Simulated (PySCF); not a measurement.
## Nuclear quadrupole coupling in `CN[Si@H](P)c1ccccn1`

Species: C6H11N2PSi.
Structure used (GFN2-xTB), in Å, numbered top down from 1:
```xyz
21
C6H11N2PSi angstrom
C     -3.2648   -1.0008   -0.1653
N     -1.8402   -0.9264    0.0568
Si    -1.0007    0.5011    0.5100
P     -1.5977    2.0675   -0.9890
C      0.8266    0.0801    0.2691
C      1.6465    0.7517   -0.6292
C      2.9741    0.3794   -0.7508
C      3.4430   -0.6583    0.0386
C      2.5507   -1.2710    0.9062
N      1.2844   -0.9162    1.0223
H     -3.4934   -1.8264   -0.8408
H     -3.8303   -1.1406    0.7622
H     -3.5920   -0.0720   -0.6317
H     -1.4625   -1.7943    0.4077
H     -1.1971    0.9715    1.9002
H     -0.8902    3.0865   -0.3761
H     -2.7654    2.4231   -0.3418
H      1.2335    1.5519   -1.2285
H      3.6303    0.8846   -1.4459
H      4.4699   -0.9858   -0.0175
H      2.8664   -2.0887    1.5430
```

Field gradients from the PBE0/pcSseg-1 density (PySCF, non-relativistic), principal values in atomic units, ordered |Vxx| ≤ |Vyy| ≤ |Vzz|:

| atom | Vxx | Vyy | Vzz |
| --- | --- | --- | --- |
| N2 | 0.3418 | 0.7050 | -1.0469 |
| N10 | 0.3555 | 0.7868 | -1.1423 |

Question: Find the asymmetry η = (Vxx − Vyy)/Vzz and the couplings χ = eQV/h (234.96 MHz × Q in barn × V in au), with Q(14N) = 0.02044 b.

Answer: 
```csv
atom,environment,nucleus,η,χzz (MHz),χxx (MHz),χyy (MHz)
N2,silicon-bound nitrogen,14N,0.35,-5.03,1.64,3.39
N10,pyridine-type nitrogen,14N,0.38,-5.49,1.71,3.78
```

The tensor is traceless: Vxx + Vyy + Vzz = 0.

Question: What is Vzz at N10 in SI units (1 au = 9.71736 × 10²¹ V/m²)?

Answer: -1.1423 au = -11.100 × 10²¹ V/m².

Were the hydrogens deuterons (Q(2H) = 0.00286 b), χzz would run from 100 kHz (H15) to 280 kHz (H14).

Isolated species at its GFN2-xTB geometry (one conformer only). GFN2-xTB bond lengths can be off by several hundredths of an ångström, more for odd bonds, and the gradients follow them. A larger basis could move these couplings by a tenth or more.

The run behind these numbers computed NMR shieldings as well. Time: 64 s of wall time; peak memory 1.1 GiB. Hardware: an Arm Neoverse V1 with one thread, no GPU, shared host with 32 logical CPUs at a one-minute load of 29.
